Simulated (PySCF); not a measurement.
A side-by-side comparison of computed properties.

First species: C₇H₁₃NSi.
Geometry (PBE0-D3(BJ)/def2-SVP, Å), atoms numbered from 1 in this order:
```
atom  x, y, z in Å
C1     3.2957   -1.3578    0.4613
C2     2.1611   -0.9756    0.6499
C3     0.7903   -0.5248    0.8611
C4    -0.2638   -1.4296    0.1765
Si5   -1.8127   -0.3399    0.1693
N6    -2.4462   -0.1920   -1.4463
C7    -0.9368    1.2462    0.7178
C8     0.5504    0.9529    0.4396
C9     0.9066    1.2097   -1.0197
H10    4.3021   -1.6967    0.2994
H11    0.6039   -0.5658    1.9508
H12   -0.3612   -2.3926    0.6979
H13    0.0394   -1.6471   -0.8601
H14   -2.8226   -0.7949    1.1866
H15   -2.7447   -1.0381   -1.9220
H16   -3.1186    0.5474   -1.6258
H17   -1.2770    2.1575    0.2019
H18   -1.1086    1.4004    1.7964
H19    1.1930    1.5894    1.0719
H20    0.8166    2.2824   -1.2499
H21    1.9388    0.8980   -1.2381
H22    0.2272    0.6739   -1.7017
```

Second species: C3H11GeNSi.
SMILES: `[SiH3][N]([GeH3])C1CC1`

Levels: PBE0/def2-SVPD for HOMO energy, LUMO energy, HOMO–LUMO gap and static isotropic polarisability; TDDFT PBE0/def2-SVPD for lowest singlet excitation; TDA PBE0/def2-SVPD for lowest triplet excitation (Tamm–Dancoff); ΔSCF PBE0/def2-SVPD for vertical ionisation energy. Geometries: PBE0-D3(BJ)/def2-SVP. Each structure is a single optimised conformer of the isolated species, non-relativistic unless stated. Electronic properties by PySCF.

Dipoles, sizes and rotational constants follow the conformer. The torsions of the flexible species, by atom-mapped SMILES:
- `[SiH3:1][N:2]([GeH3:3])[CH:4]1[CH2:5][CH2:6]1`: Si1–N2–C4–C5 -131°

The conformers of `C#C[C@@H]1C[Si@H](N)C[C@@H]1C` aren't listed.

```
                                property  column X  column Y
                             HOMO energy  -7.24 eV  -6.84 eV
                             LUMO energy   0.42 eV   0.27 eV
                           HOMO–LUMO gap   7.66 eV   7.11 eV
               lowest singlet excitation   6.34 eV   5.79 eV
lowest triplet excitation (Tamm–Dancoff)   5.24 eV   5.46 eV
         static isotropic polarisability  113.1 au   99.6 au
              vertical ionisation energy   8.91 eV   8.52 eV
```

Problem. Which column belongs to which species?

Solution. Column X is the first species and column Y the second. The first has 22 atoms and 76 electrons, the second 17 and 82.

Problem. How does each property change from the first species to the second?

Solution. HOMO energy +0.40 eV; LUMO energy -0.15 eV; HOMO–LUMO gap -0.55 eV; lowest singlet excitation -0.55 eV; lowest triplet excitation (Tamm–Dancoff) +0.22 eV; static isotropic polarisability -13.5 au; vertical ionisation energy -0.39 eV.

On the first: The polarisability is 16.75 Å³ as a volume (1 au = 0.148185 Å³), or 1.49 au for each of the 76 electrons. No computed singlet falls in the visible range (750 to 380 nm, 1.65 to 3.26 eV); S1 lies 3.08 eV above its blue end.

On the second: The ΔSCF ionisation energy exceeds −ε(HOMO) by 1.68 eV with PBE0. S1 lies 1.32 eV below the HOMO–LUMO gap. The calculation is non-relativistic and has no spin–orbit coupling, an omission that weighs most on germanium.
